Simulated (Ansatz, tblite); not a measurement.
Cost and result up the ladder for NbF4 (5 atoms). The state is a doublet with charge 0. Geometry: PBE0-D4/def2-SVP.

```xyz
5

Nb    0.000    0.000    0.000
F    -1.047   -1.114    1.052
F     1.628   -0.879    0.147
F     0.572    1.750    0.235
F    -1.153    0.243   -1.434
```

Ansatz on 4 threads of Arm Neoverse V1 on a shared host; xTB runs through tblite on one thread. Times are rough, summed over both states, and most runs start from the orbitals of an earlier one. PBE0-D4/def2-TZVP serves as the yardstick here, not as an exact answer. The other state is a singlet.

In the def2 sets Nb takes a core potential; there is no spin–orbit coupling. The xTB rows come from tblite. No other spin state of charge 0 was run.

Raw xTB energies of ions are shifted by several eV, and xTB has no spin-polarisation term.

```json
{"level": "GFN2-xTB", "functions": "25", "wall time": "0.006 s"}
{"level": "GFN1-xTB", "functions": "25", "wall time": "0.007 s"}
{"level": "LDA (SPW92)/def2-TZVP", "functions": "164", "wall time": "1.7 s"}
{"level": "PBE-D4/def2-TZVP", "functions": "164", "wall time": "3.1 s"}
{"level": "PBE0-D4/def2-TZVP (with forces)", "functions": "164", "wall time": "4.6 s"}
```

Estimate what each level gives for the vertical IE (eV).


```csv
level,vertical IE (eV),difference from PBE0-D4/def2-TZVP (eV)
GFN2-xTB,16.07,6.94
GFN1-xTB,13.69,4.57
LDA (SPW92)/def2-TZVP,8.67,-0.46
PBE-D4/def2-TZVP,8.52,-0.61
PBE0-D4/def2-TZVP (with forces),9.13,0.00
```
